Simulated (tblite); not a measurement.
Compound: C₄H₈ClFO₂S.
Structure used (GFN2-xTB), in Å, numbered top down from 1:
```xyz
17
C4H8ClFO2S angstrom
C      2.5152    0.5076    0.2185
C      1.3978   -0.4550   -0.1605
C      0.0232    0.1974    0.0272
C     -1.1059   -0.7001   -0.3939
F     -1.3128   -0.7273   -1.7308
S     -2.6637   -0.0202    0.3083
O     -3.7984   -0.7394   -0.1609
O     -2.4873    0.1519    1.7144
Cl    -2.7278    1.8272   -0.5174
H      3.4836    0.0300    0.0967
H      2.4136    0.8211    1.2543
H      2.4871    1.3915   -0.4133
H      1.5124   -0.7557   -1.2034
H      1.4595   -1.3517    0.4596
H     -0.1366    0.4445    1.0786
H     -0.0283    1.1190   -0.5568
H     -1.0387   -1.7288   -0.0306
```

All values are computed: GFN2-xTB (tblite) harmonic vibrations without scaling, gas phase. The method is semi-empirical: single wavenumbers can be off by several per cent or more. One conformer, not necessarily the lowest.

Harmonic wavenumbers (cm⁻¹): 42.8, 56.4, 78.0, 104.6, 141.9, 204.1, 233.5, 254.7, 293.9, 317.0, 327.0, 378.5, 447.0, 488.8, 520.2, 734.3, 785.5, 881.2, 935.0, 989.8, 1033.9, 1093.8, 1121.7, 1129.9, 1139.6, 1151.8, 1220.7, 1258.4, 1271.1, 1296.0, 1303.9, 1355.7, 1417.0, 1452.0, 1488.3, 1497.7, 1499.1, 2946.4, 2979.6, 2991.3, 2995.8, 2999.9, 3046.8, 3048.6, 3054.1.

A = 1882, B = 697.7, C = 672.5 MHz; mass 173.992 u (most abundant isotopes); point group C1, symmetry number 1.

Problem. Zero-point energy?

Solution. Half the sum of the wavenumbers: 27004 cm⁻¹ = 77.21 kcal/mol.

Problem. Entropy at 298.15 K, 1 bar (ideal gas, RRHO, classical rotation)?

Solution. Translation 41.40, rotation 30.28, vibration 34.10: S = 105.8 cal/(mol K).

Problem. And Cp and H(298.15 K) − H(0)?

Solution. Cp = 39.22 cal/(mol K), of which vibrations give 31.27 (their classical limit is 45 R = 89.4); H(298.15 K) − H(0) = 7.52 kcal/mol without the zero-point energy, 5.15 from vibrations.

Problem. Blend soft modes into free rotors: weight 1/[1 + (100 cm⁻¹/ν̃)⁴] for the oscillator and the rest for a rotor with moment μB/(μ + B), μ = h/(8π²ν), B = 10⁻⁴⁴ kg m². What vibrational entropy results?

Solution. 30.78 cal/(mol K) in place of 34.10, which changes −T·S at 298.15 K by +0.99 kcal/mol.

Problem. How do the functions run with temperature in this model?

Solution. 
```json
{"T (K)": "50", "S (cal/(mol K))": "61.8", "Cp (cal/(mol K))": "14.6", "H − H(0) (kcal/mol)": "0.54", "G − H(0) (kcal/mol)": "-2.55", "ln q(vib)": "0.75"}
{"T (K)": "100", "S (cal/(mol K))": "74.0", "Cp (cal/(mol K))": "21.1", "H − H(0) (kcal/mol)": "1.44", "G − H(0) (kcal/mol)": "-5.96", "ln q(vib)": "2.31"}
{"T (K)": "373.15", "S (cal/(mol K))": "115.2", "Cp (cal/(mol K))": "45.4", "H − H(0) (kcal/mol)": "10.69", "G − H(0) (kcal/mol)": "-32.31", "ln q(vib)": "10.61"}
{"T (K)": "500", "S (cal/(mol K))": "129.9", "Cp (cal/(mol K))": "54.6", "H − H(0) (kcal/mol)": "17.06", "G − H(0) (kcal/mol)": "-47.87", "ln q(vib)": "14.05"}
{"T (K)": "750", "S (cal/(mol K))": "154.7", "Cp (cal/(mol K))": "67.5", "H − H(0) (kcal/mol)": "32.46", "G − H(0) (kcal/mol)": "-83.54", "ln q(vib)": "20.29"}
{"T (K)": "1000", "S (cal/(mol K))": "175.3", "Cp (cal/(mol K))": "75.7", "H − H(0) (kcal/mol)": "50.43", "G − H(0) (kcal/mol)": "-124.86", "ln q(vib)": "25.92"}
```

q(vib) and H(0) count from the zero-point level.

Problem. Which modes carry the vibrational entropy at 298.15 K?

Solution. 42.8 cm⁻¹: 5.13; 56.4 cm⁻¹: 4.58; 78.0 cm⁻¹: 3.94; 104.6 cm⁻¹: 3.37; 141.9 cm⁻¹: 2.78; 204.1 cm⁻¹: 2.10 cal/(mol K); the other 39 give 12.21 together.

Hindered rotation and anharmonicity are outside this model. Other conformers, if any are populated, would add a mixing term that is left out. The structure is chiral; the term R ln 2 for an equal mix with its mirror image is left out.
